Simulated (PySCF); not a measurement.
# Electronic structure of Gd⁺ (gadolinium, charge +1) at the LDA level

Configuration: [Xe] 4f7 5d1 6s1, high-spin 10D determinant. Computed with PySCF 2.14 in x2c-TZVPPall, with scalar relativity by spin-free X2C-1e.

```json
{
 "Total energy": "-11262.20 hartree",
 "One-electron energy": "-15386.70 hartree",
 "Hartree (Coulomb) energy": "4368.56 hartree",
 "Exchange-correlation energy": "-244.06 hartree",
 "⟨S²⟩": "24.7521",
 "⟨L²⟩": "6.093",
 "Sum of ⟨r⟩": "40.03 bohr",
 "Sum of ⟨r²⟩": "58.45 bohr²",
 "Traceless quadrupole moment −½Σ⟨3z² − r²⟩ along its main axis": "1.01 e·bohr²",
 "Langevin diamagnetic susceptibility": "-46.3 ×10⁻⁶ cm³/mol"
}
```

```
shell  electrons  mean orbital energy (hartree)  spread (hartree)  rms radius, mean of both spins (bohr)
 1s α          1                    -1834.65439                 0                                 0.0249
 1s β          1                    -1834.65343                 0                                 0.0249
 2s α          1                     -303.18053                 0                                  0.101
 2s β          1                     -303.17484                 0                                  0.101
 2p α          3                     -270.49043           0.00169                                 0.0906
 2p β          3                     -270.48601           0.00239                                 0.0906
 3s α          1                      -67.42019                 0                                  0.261
 3s β          1                      -67.32103                 0                                  0.261
 3p α          3                      -57.24466           0.00420                                  0.261
 3p β          3                      -57.14696           0.00497                                  0.261
 3d α          5                      -43.51528           0.00385                                  0.240
 3d β          5                      -43.43785           0.00533                                  0.240
 4s α          1                      -13.81678                 0                                  0.588
 4s β          1                      -13.59383                 0                                  0.588
 4p α          3                      -10.44797           0.00787                                  0.624
 4p β          3                      -10.22702           0.00943                                  0.624
 4d α          5                       -5.72322           0.00895                                  0.686
 4d β          5                       -5.50651           0.01182                                  0.686
 5s α          1                       -2.10809                 0                                   1.42
 5s β          1                       -1.98672                 0                                   1.42
 5p α          3                       -1.27804           0.01174                                   1.67
 5p β          3                       -1.17950           0.02299                                   1.67
 4f α          7                       -0.63150           0.00959                                  0.969
 6s α          1                       -0.36748                 0                                   3.82
 5d α          1                       -0.33981                 0                                   2.78
```

Spin-orbit coupling, absent here, splits the open shell strongly.

Densities and radii are taken from the X2C orbitals without a picture-change correction, which distorts them close to the nucleus.
